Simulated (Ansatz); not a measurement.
Reaction (redistribution): `C1[SiH2][SiH2]S1` + `F[SiH3]` → `F[SiH]1[SiH2]CS1` + SiH₄

Computed with Ansatz on PBE0-D4/def2-TZVP structures; ΔE is electronic, products minus reactants. CBS: MP2 limit from def2 TZ/QZ plus the TZ coupled-cluster correction, frozen cores. This one scheme is used for every species. Functionals use def2-TZVPP. B3LYP here is the variant with VWN-RPA as its local correlation; programs differ in this.

```
             level  ΔE (kJ/mol)  difference from CCSD(T)/CBS
            PBE-D4        -15.8                         -6.5
         r2SCAN-D4        -13.6                         -4.3
           PBE0-D4        -12.5                         -3.2
          B3LYP-D4        -13.0                         -3.7
           ωB97X-V        -11.8                         -2.5
           ωB97M-V        -12.6                         -3.3
            B2PLYP        -10.6                         -1.3
               PBE        -15.0                         -5.7
            r2SCAN        -13.4                         -4.1
              PBE0        -11.9                         -2.6
             B3LYP        -11.8                         -2.5
     HF/def2-TZVPP         -4.7                          4.6
    MP2/def2-TZVPP         -8.0                          1.3
SCS-MP2/def2-TZVPP         -7.1                          2.2
   CCSD/def2-TZVPP         -8.6                          0.7
CCSD(T)/def2-TZVPP         -9.7                         -0.4
     HF/def2-QZVPP         -4.4                          4.9
    MP2/def2-QZVPP         -7.6                          1.7
SCS-MP2/def2-QZVPP         -6.7                          2.6
      HF/CBS(def2)         -4.4                          4.9
     MP2/CBS(def2)         -7.5                          1.8
    CCSD/CBS(def2)         -8.1                          1.2
       CCSD(T)/CBS         -9.3                            0
```

Largest T1 diagnostic among the species: 0.013.

In def2-TZVPP, CCSD(T) changes the Hartree–Fock value by −5.0 kJ/mol (the triples alone add −1.1 kJ/mol) and MP2 by −3.2 kJ/mol. From PBE to PBE0 (25 % exact exchange), in def2-TZVPP and without D4, ΔE moves by +3.2 kJ/mol.
